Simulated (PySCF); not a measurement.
These compounds are isomers of formula C₅H₄N₂.

A. `C(C(=CC)C#N)#N`
B. SMILES C/C(C#N)=C/C#N
C. `C#Cc1cnc[nH]1`

Spectrum 1. 1H NMR (500 MHz, computed): δ 8.39 (br s, 1H), 7.66 (m, 1H), 7.33 (m, 1H), 3.16 (s, 1H). 13C{1H} NMR (computed): δ 143.7 (CH), 136.7 (CH), 115.5 (C), 93.1 (CH), 77.9 (C).

Spectrum 2. 1H NMR (500 MHz, computed): δ 7.52 (q, 1H), 2.44 (d, 3H). 13C{1H} NMR (computed): δ 175.4 (CH), 118.4 (C), 116.6 (C), 94.9 (C), 22.8 (CH3).

Spectrum 3. 1H NMR (500 MHz, computed): δ 5.85 (q, J = 2.4 Hz, 1H), 2.22 (d, J = 2.4 Hz, 3H). 13C{1H} NMR (computed): δ 139.9 (C), 120.9 (C), 119.6 (C), 119.5 (CH), 25.3 (CH3).

All values are calculated (PySCF): NMR shieldings at PBE0/pcSseg-1/GIAO, geometry: GFN2-xTB, spin–spin couplings from B3LYP/pcJ-1 (spin–dipole term left out of most H,H and C,H couplings). Gas phase, fast rotation and ring inversion assumed for equivalent nuclei, non-relativistic Hamiltonian, one computed conformer.

Chemical shifts δ = σref − σ; 1H (31.72 ppm), 13C (186.93 ppm) against TMS, all at this level. Multiplet labels drop J under 1 Hz and among equivalent protons, and merge close values. Unscaled 3J(H,H) run several per cent high. Where no couplings were computed, multiplicities follow the n + 1 count of equivalent neighbours, and m marks all less simple cases (inequivalent or close neighbours, rings, F or P nearby). Shifts are as computed. Against solution values, carbons near 30 ppm lie about +3 ppm off and those near 130 ppm about +5 ppm. Of 1211 compounds with measured shifts, 218 miss one by over three times the rms of a fit or turn the order of signals round; such compounds aren't used in these exercises. OH and NH positions are gas-phase values without hydrogen bonding to other molecules.

Task: Match each spectrum to its structure.

Result: 1–C, 2–A, 3–B.

- Spectrum 1 (C): 5 13C signals; δC 143.7 is an aromatic CH next to a ring nitrogen; δC 93.1 is a terminal alkyne carbon.
- Spectrum 2 (A): 5 13C signals; δC 118.4 is a nitrile carbon; δC 116.6 is a nitrile carbon.
- Spectrum 3 (B): 5 13C signals; δC 139.9 is a fully substituted alkene carbon; δC 120.9 is a nitrile carbon.
